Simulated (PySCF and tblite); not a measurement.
Results of a calculation; reference values are marked as such.
C6H4BrCl, numbered as in [CH2:1]=[C:2]1[C:3]([Cl:4])=[CH:5][CH:6]=[C:7]1[Br:8].

First level. Geometries GFN2-xTB; weights from PBE0-D3(BJ)/pcSseg-1 energies and GFN2-xTB thermal corrections, with symmetry numbers and mirror pairs. Conformers within 2.5 kcal/mol (GFN2-xTB free energy) were kept, 3 at most. GIAO shieldings: PBE0/pcSseg-1. Shifts are against TMS (¹H), TMS (¹³C) at the same level; of two unlike H on one atom, a is the less shielded. Programs: PySCF with density fitting and tblite.

It gives, at 298.15 K, with 1 conformer (largest weight 100 %): ¹H: 6.71 (H1a, 1H), 6.65 (H1b, 1H), 6.61 (H6, 1H), 6.44 (H5, 1H) ppm. ¹³C: 153.7 (C2), 140.3 (C6), 136.3 (C3), 135.8 (C1), 135.8 (C5), 131.0 (C7) ppm.

Second level: GFN2-xTB geometries, energies M06-2X/6-311G** (IEF-PCM, cyclohexane), shieldings KT3/pcSseg-1 (IEF-PCM, cyclohexane), on up to 3 of the same conformers.

Question: How do the averaged shifts change?

Answer: 
```json
{"signal": "H1a", "first": "6.71", "second": "6.44", "change (ppm)": "-0.27"}
{"signal": "H1b", "first": "6.65", "second": "6.38", "change (ppm)": "-0.27"}
{"signal": "H5", "first": "6.44", "second": "6.29", "change (ppm)": "-0.15"}
{"signal": "H6", "first": "6.61", "second": "6.44", "change (ppm)": "-0.17"}
{"signal": "C1", "first": "135.8", "second": "123.1", "change (ppm)": "-12.7"}
{"signal": "C2", "first": "153.7", "second": "142.3", "change (ppm)": "-11.4"}
{"signal": "C3", "first": "136.3", "second": "124.3", "change (ppm)": "-12.1"}
{"signal": "C5", "first": "135.8", "second": "125.2", "change (ppm)": "-10.6"}
{"signal": "C6", "first": "140.3", "second": "129.4", "change (ppm)": "-10.9"}
{"signal": "C7", "first": "131.0", "second": "118.6", "change (ppm)": "-12.4"}
```

Spin–orbit effects of the heavy atoms on shieldings are missing. At a carbon that bears Br the missing effect is some 10 ppm, beside I tens of ppm. Shifts are unscaled: against experiment ¹³C can be off by 15 ppm or more and ¹H by 0.8 ppm.
